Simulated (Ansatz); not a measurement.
System: C₃H₃N₂, net charge 0, doublet state. It need not be the lowest isomer of its formula. 
Structure (B3LYP-D3(BJ)/def2-TZVP (Ansatz, an electronic-structure program) minimum search):
```xyz
8

C      0.4325     1.0944    -0.0806
C     -0.9035     0.8332     0.0792
C     -0.9283    -0.5799     0.1224
N      0.2817    -1.1179    -0.0002
N      1.1173    -0.0521    -0.1259
H     -1.7180     1.5299     0.1522
H     -1.7837    -1.2265     0.2384
H      2.1044    -0.1996    -0.2342
```
Charge 0, spin multiplicity 2.

Basis-set convergence of Hartree-Fock and CCSD correlation energies (hartree) with Ansatz. Correlated levels leave the core frozen unless marked. UHF or UKS for open shells. Spin-orbit coupling is left out. Non-relativistic.

The UHF reference is spin-contaminated (<S^2> 0.24 over the pure value in the largest basis). 

```csv
basis,functions,E(HF),"E(corr, CCSD)"
cc-pVDZ,85,-224.15773,-0.71201
cc-pVTZ,192,-224.21499,-0.85375
cc-pVQZ,365,-224.23019,-0.90025
cc-pV5Z,620,-224.23381,-0.91576
```

Extrapolating the two largest sets (X = 4 and 5) as X^-3: E(corr) = (125·(-0.91576) - 64·(-0.90025))/61 = -0.9320 Eh, an estimate of the basis-set limit. The largest set recovers 98.3 % of it, the smallest 76.4 %.
